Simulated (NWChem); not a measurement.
System: CrHS$_{2}$OF; SMILES [S]=[Cr](=[S])([OH])[F]

```xyz
6

Cr    -0.2087    -0.0057     0.0650
S      0.9844     0.0193     1.6677
S      0.8986    -0.2678    -1.5792
F     -1.0649     1.4703    -0.0554
O     -1.3214    -1.3264     0.2429
H     -1.6049    -1.7138    -0.6129
```
Atoms are numbered in this order, from 1.

Level: PBE-D3(BJ)/def2-SVP (NWChem), optimised geometry, unscaled harmonic frequencies. 

| frequency (cm⁻¹) | IR intensity (km/mol) |
|---|---|
| 203 | 0.5 |
| 219 | 1.6 |
| 223 | 1.2 |
| 240 | 2.6 |
| 258 | 3.1 |
| 399 | 101.5 |
| 537 | 4.2 |
| 607 | 61.7 |
| 734 | 197.9 |
| 741 | 69.4 |
| 772 | 41.2 |
| 3662 | 181.9 |

```
Property                                                                           Result
-----------------------------------------------------------------------  ----------------
zero-point energy                                                           12.3 kcal/mol
thermal correction to the enthalpy at 298.15 K (with zero-point energy)     16.9 kcal/mol
heat capacity Cv                                                         20.8 cal/(mol K)
entropy at 298.15 K and 1 atm (symmetry number 1)                        81.0 cal/(mol K)
dipole moment                                                                      1.98 D
```

Rigid rotor and harmonic oscillator.
